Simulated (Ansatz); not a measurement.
Kohn–Sham single points on CH6BFSi (`BC(F)[SiH3]`).

```yaml
crystal:
  periodic: [false, false, false]
  atoms:
    - {symbol: B, position_ang: [0.144182, 1.384184, -0.475900]}
    - {symbol: C, position_ang: [0.242391, -0.085981, -0.844177]}
    - {symbol: F, position_ang: [1.493481, -0.574140, -1.205347]}
    - {symbol: Si, position_ang: [-0.272509, -0.886494, 0.847048]}
    - {symbol: H, position_ang: [-0.948829, 1.819455, -0.250488]}
    - {symbol: H, position_ang: [1.117445, 2.051508, -0.300566]}
    - {symbol: H, position_ang: [-0.506692, -0.467266, -1.548182]}
    - {symbol: H, position_ang: [0.297596, -2.254666, 0.854601]}
    - {symbol: H, position_ang: [-1.752872, -0.921959, 0.929285]}
    - {symbol: H, position_ang: [0.268906, -0.115842, 1.996525]}
basis:
  gaussian: {orbitals: def2-TZVPP}
hamiltonian: {xc: {name: PBE-QIDH}}
```

```sh
$ ansatz run in.yaml --threads 2 --pin off --events-out ev --progress --plain --max-ram 4352MiB
```

Shortened log:

```
Functional definition: PBE-QIDH
1283 factors; integrals over basis functions are off by at most 1.0e-3 eV
mean field evaluation 1: about -12386.8199 eV, gradient 2.6e1 eV
mean field evaluation 2: about -12386.9572 eV, gradient 2.6e1 eV
mean field evaluation 4: about -12388.6436 eV, gradient 3.2e0 eV
mean field evaluation 8: about -12388.6685 eV, gradient 2.8e-1 eV
mean field evaluation 16: about -12388.6688 eV, gradient 1.1e-4 eV
mean field -12388.66875432 eV, -455.2751793799 hartree, gradient 6.7e-6 eV, S^2 0.000000; 0 other end points of the search recorded, 0 dependent functions left out
8 core orbitals not correlated: weight in the atoms' cores, before any rotation towards them, 1.000 or more for the frozen orbitals, at most 0.000 for the correlated occupied ones
reference -12388.66876800 eV, -455.2751798827 hartree; 12, 12 occupied and 199, 199 virtual orbitals, 1283 factors
second order -19.87268132 eV of doubles, -0.00000000 eV of singles
Total energy: -12395.29299511 eV, -455.5186157388 hartree
```

It took 6.5 s on 2 threads of an Arm Neoverse V1 on a shared host, with 0.49 GiB of host memory at the peak.

With the line `hamiltonian: {xc: {name: wB97M-V}}` and forces (abridged; 13 s):

```
Functional definition: wB97M-V
mean field evaluation 16: about -12404.1035 eV, gradient 3.1e-5 eV
mean field -12404.10347507 eV, -455.8423949055 hartree, gradient 3.1e-5 eV, S^2 0.000000
Total energy: -12404.10353037 eV, -455.8423969378 hartree
Atom 0 force     0.007275     0.180563     0.008410 eV/Å
Atom 1 force    -0.386451     0.027890     0.097502 eV/Å
Atom 2 force     0.265130    -0.085445    -0.049470 eV/Å
Atom 3 force    -0.002258    -0.112251     0.090589 eV/Å
Atom 4 force     0.136955    -0.063275    -0.022171 eV/Å
Atom 5 force    -0.123648    -0.098787    -0.023841 eV/Å
Atom 6 force     0.063248     0.047615     0.053586 eV/Å
Atom 7 force    -0.073602     0.170149    -0.001584 eV/Å
Atom 8 force     0.175687     0.011784    -0.014953 eV/Å
Atom 9 force    -0.062335    -0.078242    -0.138069 eV/Å
Dipole moment:    -0.313889    -0.040661     0.070872 e Å
```

The same input with `hamiltonian: {xc: {name: CAM-B3LYP}, dispersion: d4}` (abridged; 3.8 s):

```
Functional definition: CAM-B3LYP
mean field -12405.05664608 eV, -455.8774232940 hartree, gradient 2.3e-5 eV, S^2 0.000000
Total energy: -12405.20513844 eV, -455.8828802878 hartree
```

With the line `hamiltonian: {xc: {name: wB97X-V}}` (abridged; 9.5 s):

```
Functional definition: wB97X-V
mean field evaluation 16: about -12404.0415 eV, gradient 2.3e-5 eV
mean field -12404.04148975 eV, -455.8401169870 hartree, gradient 2.3e-5 eV, S^2 0.000000
Total energy: -12404.04148749 eV, -455.8401169041 hartree
```

With the line `hamiltonian: {xc: {name: B97M-V}}` (abridged; 13 s):

```
Functional definition: B97M-V
mean field evaluation 16: about -12403.9024 eV, gradient 2.9e-4 eV
mean field -12403.90237633 eV, -455.8350046632 hartree, gradient 3.4e-5 eV, S^2 0.000000
Total energy: -12403.90244415 eV, -455.8350071555 hartree
```

Changing it to `hamiltonian: {xc: {name: B3LYP}, dispersion: d4}` and forces (abridged; 5.5 s):

```
Functional definition: B3LYP
mean field evaluation 16: about -12407.5751 eV, gradient 3.4e-5 eV
mean field -12407.57510935 eV, -455.9699751120 hartree, gradient 3.4e-5 eV, S^2 0.000000
Total energy: -12407.85996504 eV, -455.9804433658 hartree
Atom 0 force     0.004889     0.191357    -0.036343 eV/Å
Atom 1 force    -0.468591     0.154966     0.074808 eV/Å
Atom 2 force     0.393728    -0.143035    -0.124432 eV/Å
Atom 3 force    -0.038130    -0.169831     0.180700 eV/Å
Atom 4 force     0.133835    -0.031194    -0.028981 eV/Å
Atom 5 force    -0.114579    -0.068322    -0.017608 eV/Å
Atom 6 force     0.070179     0.034974     0.020631 eV/Å
Atom 7 force    -0.043796     0.085985     0.010103 eV/Å
Atom 8 force     0.099964     0.001377    -0.001115 eV/Å
Atom 9 force    -0.037500    -0.056275    -0.077764 eV/Å
Dipole moment:    -0.315369    -0.042983     0.072644 e Å
```

B3LYP takes the VWN-RPA correlation (the form of Gaussian; ORCA's B3LYP/G).
